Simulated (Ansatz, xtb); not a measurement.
Ligand exchange: CH2BrF + BH2(OH) → CH3FO + BH2Br

Species: CH2BrF (bromofluoromethane) `FCBr`, singlet; BH2(OH), singlet; CH3FO `OCF`, singlet; BH2Br `BBr`, singlet. The partners trade Br for OH: C–Br and B–OH bonds give way to C–OH and B–Br.

Shapes, held fixed at every level: PBE0-D4/def2-TZVP. Flexible molecules stand in one conformer, not always the lowest. Programs: Ansatz 0.2.0, xtb 6.7.1, xtb 6.7.1 later snapshot. The zero-point and thermal change to 298 K, harmonic and unscaled (PBE0-D4/def2-TZVP), is -0.2 kJ/mol.

```json
{"level": "GFN2-xTB", "kind": "semi-empirical", "ΔH(298 K) (kJ/mol)": "+1.1", "less CCSD(T)/def2-TZVPP": "-44.2"}
{"level": "PBE0-D4/def2-TZVPP", "kind": "global hybrid", "ΔH(298 K) (kJ/mol)": "+45.0", "less CCSD(T)/def2-TZVPP": "-0.3"}
{"level": "r2SCAN0-D4/def2-TZVPP", "kind": "global hybrid", "ΔH(298 K) (kJ/mol)": "+44.2", "less CCSD(T)/def2-TZVPP": "-1.1"}
{"level": "wB97M-V/def2-TZVPP", "kind": "range-separated hybrid", "ΔH(298 K) (kJ/mol)": "+49.0", "less CCSD(T)/def2-TZVPP": "+3.7"}
{"level": "B2PLYP/def2-TZVPP", "kind": "double hybrid", "ΔH(298 K) (kJ/mol)": "+49.7", "less CCSD(T)/def2-TZVPP": "+4.4"}
{"level": "MP2/def2-SVP", "kind": "perturbation theory", "ΔH(298 K) (kJ/mol)": "+43.8", "less CCSD(T)/def2-TZVPP": "-1.5"}
{"level": "CCSD/def2-SVP", "kind": "coupled cluster or CI", "ΔH(298 K) (kJ/mol)": "+40.2", "less CCSD(T)/def2-TZVPP": "-5.1"}
{"level": "CCSD/def2-TZVPP", "kind": "coupled cluster or CI", "ΔH(298 K) (kJ/mol)": "+44.0", "less CCSD(T)/def2-TZVPP": "-1.3"}
{"level": "CCSD(T)/def2-TZVPP", "kind": "coupled cluster or CI", "ΔH(298 K) (kJ/mol)": "+45.3", "less CCSD(T)/def2-TZVPP": "0.0"}
```

The highest level, CCSD(T)/def2-TZVPP, gives ΔH(298 K) = +45.3 kJ/mol; the levels span +1.1 to +49.7. The column of differences is taken from that level and isn't an error. No measured value is set beside it here. Relativity is left out for Br. Outer-core shells of Br are correlated in most correlated rows, in sets that cover them unevenly.
